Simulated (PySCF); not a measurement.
Two species compared at the same levels of theory.

First species: C4H2ClF3O.
InChI=1S/C4H2ClF3O/c5-3(9)1-2-4(6,7)8/h1-2H/b2-1-

Second species: C₅H₄F₄S.
Geometry (GFN2-xTB, Å), atoms numbered from 1 in this order:
```
atom  x, y, z in Å
F1    -2.359   -0.787    0.696
C2    -1.530   -0.371   -0.333
C3    -0.148   -0.900   -0.110
C4     0.768    0.030    0.156
C5     2.210   -0.236    0.454
F6     2.502   -1.542    0.372
F7     2.561    0.160    1.684
F8     3.032    0.393   -0.400
S9     0.222    1.686    0.128
C10   -1.468    1.159   -0.352
H11   -1.987   -0.775   -1.245
H12    0.040   -1.959   -0.109
H13   -2.174    1.577    0.363
H14   -1.668    1.565   -1.341
```

Levels: PBE0/def2-SVPD for dipole moment, HOMO energy, LUMO energy, HOMO–LUMO gap, static isotropic polarisability and electronic spatial extent ⟨r²⟩ about the centre of nuclear charge; TDDFT PBE0/def2-SVPD for lowest singlet excitation; TDA PBE0/def2-SVPD for lowest triplet excitation (Tamm–Dancoff); GFN2-xTB for rotational constant A and rotational constant C. Geometries: GFN2-xTB. Each species is one conformer at its optimised geometry, gas phase, non-relativistic unless stated. Electronic properties by PySCF.

Dipoles, sizes and rotational constants follow the conformer. The torsions of the flexible species, by atom-mapped SMILES:
- `[O:1]=[C:2]([Cl:3])/[CH:4]=[CH:5]\[C:6]([F:7])([F:8])[F:9]`: O1–C2–C4–C5 0°, C4–C5–C6–F7 180°
- `[F:1][C@@H:2]1[CH:3]=[C:4]([C:5]([F:6])([F:7])[F:8])[S:9][CH2:10]1`: C3–C4–C5–F6 2°

(1) Which of the two has the higher LUMO energy, and by how much?

(2) Which has the higher HOMO energy?

(3) Which of the two has the higher rotational constant A, and by how much?

(4) Which has the higher dipole moment?

(5) Which of the two has the higher HOMO–LUMO gap, and by how much?

(6) Which has the higher T1 energy?

(7) Which of the two has the higher S1 energy, and by how much?

(8) Which has the higher ⟨r²⟩?

## Answers

(1) The second: -1.31 eV against -3.20 eV, a difference of 1.89 eV.

(2) The second: -6.96 eV against -9.02 eV, a difference of 2.06 eV.

(3) The first: 3.687 GHz against 2.041 GHz, a difference of 1.646 GHz.

(4) The first: 3.70 D against 3.02 D, a difference of 0.68 D.

(5) The first: 5.82 eV against 5.65 eV, a difference of 0.17 eV.

(6) The first: 3.53 eV against 3.32 eV, a difference of 0.21 eV.

(7) The second: 4.77 eV against 4.02 eV, a difference of 0.75 eV.

(8) The second: 1657 bohr² against 1548 bohr², a difference of 109 bohr².

On the first: In atomic units the dipole is 1.46 e·bohr (1 au = 2.5417 D). The polarisability is 10.23 Å³ as a volume (1 au = 0.148185 Å³), or 0.88 au for each of the 78 electrons.

On the second: In atomic units the dipole is 1.19 e·bohr (1 au = 2.5417 D).
